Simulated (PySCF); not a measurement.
Predicted microwave data (PySCF 2.14.0, PBE0-D3(BJ)/def2-SVP geometry optimisation, gas phase) for one isomer of C5H12OSi2:

| Item | Value |
| --- | --- |
| Rotational constants | A = 1907, B = 912.2, C = 717.5 MHz |
| Dipole components | \|μa\| = 0.37 D, \|μb\| = 1.67 D, \|μc\| = 0.21 D |
| Inertial defect | -114.59 u·Å² |
| κ | -0.67 |

Question: Which candidate fits, each taken in the one conformer that was computed?
A. `[CH2:1]=[CH:2][CH2:3][C@H:4]1[CH2:5][SiH2:6][O:7][SiH2:8]1` with C1–C2–C3–C4 -115°, C2–C3–C4–C5 -179°, C3–C4–C5–Si6 163°, C4–C5–Si6–O7 -29°, C5–Si6–O7–Si8 10°, Si6–O7–Si8–C4 8°
B. `[CH2:1]=[C:2]([CH3:3])[C@H:4]1[CH2:5][SiH2:6][O:7][SiH2:8]1` with C1–C2–C4–C5 -19°, C2–C4–C5–Si6 88°, C4–C5–Si6–O7 24°, C5–Si6–O7–Si8 -4°, Si6–O7–Si8–C4 -12°
C. `[CH3:1][CH:2]([CH3:3])[Si@H:4]([OH:5])[C:6]#[C:7][SiH3:8]` with C1–C2–Si4–O5 -179°, C2–Si4–O5–H -89°
D. `[CH:1]#[C:2][SiH2:3][O:4][SiH2:5][CH:6]([CH3:7])[CH3:8]` with C2–Si3–O4–Si5 4°, Si3–O4–Si5–C6 28°, O4–Si5–C6–C7 180°
E. `[CH2:1]=[C:2]([CH3:3])[Si@H:4]1[CH2:5][CH2:6][SiH2:7][O:8]1` with C1–C2–Si4–C5 -110°, C2–Si4–C5–C6 144°, Si4–C5–C6–Si7 -34°, C5–C6–Si7–O8 28°, C6–Si7–O8–Si4 -10°
F. `[CH2:1]1[CH2:2][Si@H:3]([CH:4]2[CH2:5][CH2:6]2)[O:7][SiH2:8]1` with C2–Si3–C4–C5 90°, Si8–C1–C2–Si3 -34°, C1–C2–Si3–C4 148°, Si3–C4–C5–C6 110°, C2–Si3–O7–Si8 -9°

Answer: D. It is C#C[SiH2]O[SiH2]C(C)C, an asymmetric top, point group C1. The candidates at the same level (rigid rotor, commonest isotopes):

```csv
SMILES,A (MHz),B (MHz),C (MHz),μa (D),μb (D),μc (D),Δ (u·Å²),point group,rotor
C=C(C)[C@H]1C[SiH2]O[SiH2]1,2241,1162,937.1,1.28,0.38,1.41,-121.35,C1,asymmetric top
C=C(C)[Si@H]1CC[SiH2]O1,2811,935.1,785.1,0.24,1.64,0.80,-76.53,C1,asymmetric top
C1C[Si@H](C2CC2)O[SiH2]1,3494,823.3,715.3,0.43,1.61,0.56,-51.98,C1,near-prolate asymmetric top
C=CC[C@H]1C[SiH2]O[SiH2]1,3195,783.8,669.0,1.10,1.45,0.10,-47.58,C1,near-prolate asymmetric top
CC(C)[Si@H](O)C#C[SiH3],1936,651.8,565.3,0.45,0.90,1.10,-142.40,C1,asymmetric top
C#C[SiH2]O[SiH2]C(C)C,1907,912.2,717.5,0.37,1.67,0.21,-114.59,C1,asymmetric top
```

`C=C(C)[C@H]1C[SiH2]O[SiH2]1` has C 31 % too high; `C=CC[C@H]1C[SiH2]O[SiH2]1` has A 68 % too high; `C=C(C)[Si@H]1CC[SiH2]O1` has A 47 % too high; `C1C[Si@H](C2CC2)O[SiH2]1` has A 83 % too high; `CC(C)[Si@H](O)C#C[SiH3]` has B 29 % too low. No structure here is proved a minimum.
